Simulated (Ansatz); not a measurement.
Ideal-gas functions of C2H3SSbSe, SMILES `[Se]=[C]1C[S][SbH]1` at 600 K and 1 bar, from an Ansatz frequency run at PBE0-D4/def2-TZVP.

Molar mass 259.83 g/mol, point group C1 (symmetry number 1), electronic degeneracy 1, moments of inertia 212.224, 704.643, 897.454 u Å². Harmonic wavenumbers (cm⁻¹, unscaled): 52, 134, 245, 322, 375, 422, 569, 607, 718, 808, 951, 1097, 1133, 1244, 1430, 1895, 3036, 3107.

Use S(trans) = R[1.5 ln M + 2.5 ln T − 1.1517]; rotational temperatures θ = 24.2544 K / I; S(rot) = R[ln(√π/σ · √(T³/θAθBθC)) + 1.5]; for each mode x = 1.438777 ν̃/T, S = R[x/(eˣ − 1) − ln(1 − e⁻ˣ)] and H = RT x/(eˣ − 1); 1 cm⁻¹ = 0.0119627 kJ/mol; R = 8.31446 J/(mol·K).

Question: By hand: the entropy, in J/(mol·K).

Answer: Translation 192.7. Rotation: θ = 0.1143, 0.0344, 0.027 K, giving 135.1. Vibration, mode by mode: 25.63, 17.79, 12.86, 10.67, 9.47, 8.56, 6.35, 5.89, 4.75, 4.00, 3.06, 2.32, 2.17, 1.75, 1.23, 0.49, 0.05, 0.04, in all 117.1. Electronic 0.0. Sum 444.9 J/(mol·K).

Question: By hand: H − E and G − E in kJ/mol, counted from the electronic energy.

Answer: Zero-point energy ½ × 18145 × 0.0119627 = 108.5; thermal vibration 34.8; translation, rotation and pV give 4 RT = 20.0. H − E = 163.3 kJ/mol, and G − E = 163.3 − 600 × 444.9/1000 = -103.6 kJ/mol.

Vibration gives 26 % of the entropy, 43.4 J/(mol·K) of it from the modes under 150 cm⁻¹: soft modes count most, and the harmonic formula is weakest for them. The sum counts one conformer and one mirror image; others add a mixing term.
